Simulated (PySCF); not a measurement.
SMILES c1ccc([SiH2][SiH2]O)cc1 (GFN2-xTB optimised geometry):

```
19

O     -3.586    -2.709    -0.350
Si    -2.824    -1.277    -0.190
Si    -0.550    -1.603     0.004
C      0.395     0.032     0.000
C     -0.256     1.261     0.001
C      0.455     2.449     0.002
C      1.839     2.427     0.001
C      2.505     1.213     0.000
C      1.786     0.032     0.000
H     -3.545    -3.393     0.310
H     -3.405    -0.571     0.965
H     -3.283    -0.623    -1.412
H      0.038    -2.433    -1.064
H     -0.163    -2.308     1.246
H     -1.338     1.289    -0.001
H     -0.071     3.393     0.003
H      2.397     3.352     0.001
H      3.586     1.189    -0.001
H      2.310    -0.913    -0.001
```

Level of theory: PBE/def2-SVP (PySCF).

Q: What are the frontier orbital energies and the dipole moment?

A: HOMO-2 -6.44 eV, HOMO-1 -6.39 eV, HOMO -6.31 eV, LUMO -1.43 eV, LUMO+1 -1.21 eV; dipole moment 1.23 D.

Meta-Löwdin charges at PBE/def2-SVP: O1 -0.68, Si2 0.59, Si3 0.28, C4 -0.19, C5 -0.10, C6 -0.10, C7 -0.10, C8 -0.10, C9 -0.09, H10 0.33, H11 -0.11, H12 -0.09, H13 -0.07, H14 -0.08, H15 0.10, H16 0.11, H17 0.11, H18 0.11, H19 0.10.
